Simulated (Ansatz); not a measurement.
One geometry of the cluster MnF₂, several levels of theory.

```yaml
crystal:
  periodic: [false, false, false]
  atoms:
    - {symbol: Mn, position_ang: [-0.000020, 0.000114, -0.000046]}
    - {symbol: F, position_ang: [-1.375039, 0.184901, 1.075090]}
    - {symbol: F, position_ang: [1.375060, -0.185015, -1.075045]}
basis:
  gaussian: {orbitals: 6-31G}
magnetization: {spin_polarized: true, initial_magnetization: 1}
hamiltonian: {xc: hf}
scf: {omitted_lower_state_checks: [starts]}
output: {orbitals: {seedname: orbitals}}
```

The file start.molden holds the orbitals of an earlier run on this structure, at another level or in another basis.

```sh
$ ansatz run in.yaml --threads 4 --pin off --events-out ev --progress --plain --max-ram 3916MiB
```

It prints (some lines left out):

```
Functional definition: HF
428 factors; integrals over basis functions are off by at most 3.9e-4 eV
mean field evaluation 1: about -36683.2776 eV, gradient 4.4e1 eV
mean field evaluation 2: about -36683.4517 eV, gradient 4.4e1 eV
mean field evaluation 4: about -36692.0434 eV, gradient 5.9e0 eV
mean field evaluation 8: about -36692.5847 eV, gradient 3.6e-1 eV
mean field evaluation 16: about -36692.7699 eV, gradient 1.2e0 eV
mean field evaluation 32: about -36694.6216 eV, gradient 5.9e-1 eV
mean field evaluation 64: about -36694.6845 eV, gradient 1.1e-4 eV
mean field -36694.68453425 eV, -1348.5047840832 hartree, gradient 5.5e-6 eV, S^2 2.699576; 3 other end points of the search recorded, 0 dependent functions left out
reference -36694.68453425 eV, -1348.5047840832 hartree; 22, 21 occupied and 25, 26 virtual orbitals, 428 factors
Total energy: -36694.68453425 eV, -1348.5047840832 hartree
Checks for a lower state left out: starts
```

Run time 1.4 s (4 threads of Arm Neoverse V1 on a shared host).

The first input with `gaussian: {orbitals: def2-TZVP, initial_orbitals: start.molden}`, `hamiltonian: {xc: pbe}`, `correlation: {method: rpa}` and without the key `output` (abridged; 7.5 s):

```
Functional definition: PBE
mean field evaluation 16: about -36745.9625 eV, gradient 1.3e-7 eV
mean field -36745.96250333 eV, -1350.3892146893 hartree, gradient 9.3e-7 eV, S^2 2.541655
7 core orbitals not correlated: weight in the atoms' cores, before any rotation towards them, 1.000 or more for the frozen orbitals, at most 0.000 for the correlated occupied ones
Total energy: -36736.60486207 eV, -1350.0453277158 hartree
Checks for a lower state left out: starts
```

First input, but with `gaussian: {orbitals: def2-SVP, initial_orbitals: start.molden}`, `hamiltonian: {xc: pbe, dispersion: d4}` (abridged; 3.9 s):

```
Functional definition: PBE
mean field evaluation 16: about -36734.2969 eV, gradient 4.2e-6 eV
mean field -36734.29691602 eV, -1349.9605122629 hartree, gradient 4.2e-6 eV, S^2 2.585353
Total energy: -36734.32734199 eV, -1349.9616303969 hartree
Checks for a lower state left out: starts
```

First input, but with `hamiltonian: {xc: {name: B3LYP}, dispersion: d4}` (abridged; 12 s):

```
Functional definition: B3LYP
mean field evaluation 16: about -36749.8277 eV, gradient 2.6e-2 eV
mean field evaluation 32: about -36750.3419 eV, gradient 1.6e0 eV
mean field evaluation 64: about -36750.4856 eV, gradient 2.1e-2 eV
mean field -36750.48645541 eV, -1350.5554668618 hartree, gradient 6.6e-6 eV, S^2 2.635731; 2 other end points of the search recorded, 0 dependent functions left out
Total energy: -36750.53651785 eV, -1350.5573066227 hartree
Checks for a lower state left out: starts
```

First input, but with `gaussian: {orbitals: def2-TZVP, initial_orbitals: start.molden}`, `correlation: {method: mp2}` and without the key `hamiltonian` (abridged; 3 s):

```
Functional definition: HF
mean field -36701.87301550 eV, -1348.7689558966 hartree, gradient 7.5e-8 eV, S^2 2.686937
7 core orbitals not correlated: weight in the atoms' cores, before any rotation towards them, 1.000 or more for the frozen orbitals, at most 0.000 for the correlated occupied ones
second order -24.00436154 eV of doubles, -0.00000000 eV of singles
Total energy: -36725.87737704 eV, -1349.6510999124 hartree
Checks for a lower state left out: starts
```

As the first input, with `gaussian: {orbitals: def2-TZVP, initial_orbitals: start.molden}` (abridged; 3.6 s):

```
Functional definition: HF
mean field -36701.87282298 eV, -1348.7689488217 hartree, gradient 7.0e-6 eV, S^2 2.686933
Total energy: -36701.87282298 eV, -1348.7689488217 hartree
Checks for a lower state left out: starts
```

First input, but with `gaussian: {orbitals: def2-TZVPD, initial_orbitals: start.molden}`, `hamiltonian: {xc: pbe0, dispersion: d4}` (abridged; 12 s):

```
Functional definition: PBE0
mean field -36746.10811157 eV, -1350.3945656935 hartree, gradient 7.4e-6 eV, S^2 2.612089
Total energy: -36746.13351259 eV, -1350.3954991639 hartree
Checks for a lower state left out: starts
```

Geometry: PBE0-D4/def2-TZVP.

The 6-31G sets use Cartesian d functions. B3LYP takes the VWN-RPA correlation. Correlated methods freeze 7 core orbitals; core or outer-core shells of Mn are correlated, in sets that lack core-valence functions. At HF/6-31G, RPA@PBE/def2-TZVP, PBE-D4/def2-SVP, B3LYP-D4/6-31G and others the charge 0 doublet is spin-contaminated (final ⟨S²⟩ up to 2.70, 0.75 for a pure state). At PBE0-D4/def2-TZVP a sextet of charge 0 lies 2.65 eV below the doublet, each at its own geometry. The structure comes from a short search, and lower isomers may exist.
